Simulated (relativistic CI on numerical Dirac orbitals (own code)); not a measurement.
Computed by Dirac-Coulomb-Breit CI, orbitals from a KLI potential per configuration, a model potential for QED, unscaled Slater integrals (own radial code, finite nucleus).

Configuration list (outside the closed core [Ar] 3d10): 4s²4p⁶4d¹⁰, 4s²4p⁶4d⁹5s, 4s²4p⁶4d⁹4f, 4s²4p⁶4d⁹5p, 4s²4p⁶4d⁹5d, 4s²4p⁵4d¹⁰4f, 4s²4p⁶4d⁹6s, 4s²4p⁶4d⁹6p, 4s²4p⁶4d⁹5f, 4s²4p⁶4d⁹6d, 4s²4p⁶4d⁹7s, 4s²4p⁶4d⁹5g, 4s²4p⁶4d⁹7p, 4s²4p⁶4d⁹6f, 4s²4p⁵4d¹⁰5s, 4s4p⁶4d¹⁰4f, 4s²4p⁵4d¹⁰5p, 4s²4p⁵4d¹⁰5d, 4s²4p⁵4d¹⁰6s, 4s4p⁶4d¹⁰5s, 4s²4p⁵4d¹⁰6p, 4s²4p⁵4d¹⁰5f. Double excitations out of closed p, d and f shells are left out; levels of such configurations are missing from the list, as are those of other unlisted configurations, and high levels can miss mixing partners.

At this charge configurations can still be misplaced by up to about 7 % of their energy. Levels and lines within the n = 5 or 6 shells can be off by up to 10 % or somewhat more, and those that change n by about 2 %, since core polarisation is missing.

Outline of the computed level scheme of I VIII. Lowest level of each configuration: 4s²4p⁶4d¹⁰ ¹S0 at 0.0000 eV; 4s²4p⁶4d⁹5s ³D3 at 47.0831 eV; 4s²4p⁶4d⁹5p ³P°2 at 60.4200 eV; 4s²4p⁶4d⁹4f ³P°0 at 74.8239 eV; 4s²4p⁶4d⁹5d ³S1 at 82.4242 eV.

Some strong electric-dipole decays among the lowest 45 levels: 4s²4p⁶4d⁹5p ¹P°1 → 4s²4p⁶4d¹⁰ ¹S0 (5.8e+10 s⁻¹); 4s²4p⁶4d⁹5d ³G4 → 4s²4p⁶4d⁹5p ³F°3 (1.4e+10 s⁻¹); 4s²4p⁶4d⁹5d ³G5 → 4s²4p⁶4d⁹5p ³F°4 (1.4e+10 s⁻¹); 4s²4p⁶4d⁹5d ³P2 → 4s²4p⁶4d⁹5p ³P°2 (1.1e+10 s⁻¹); 4s²4p⁶4d⁹5d ³S1 → 4s²4p⁶4d⁹5p ³P°2 (1.1e+10 s⁻¹); 4s²4p⁶4d⁹5p ³D°1 → 4s²4p⁶4d¹⁰ ¹S0 (1.1e+10 s⁻¹); 4s²4p⁶4d⁹5d ³F4 → 4s²4p⁶4d⁹5p ³D°3 (9.6e+09 s⁻¹); 4s²4p⁶4d⁹5d ¹D2 → 4s²4p⁶4d⁹5p ¹D°2 (6.5e+09 s⁻¹).

LS names give the leading component of a level, which can be under half, so a name can repeat, a term be missing and a line seem to break the LS rules.
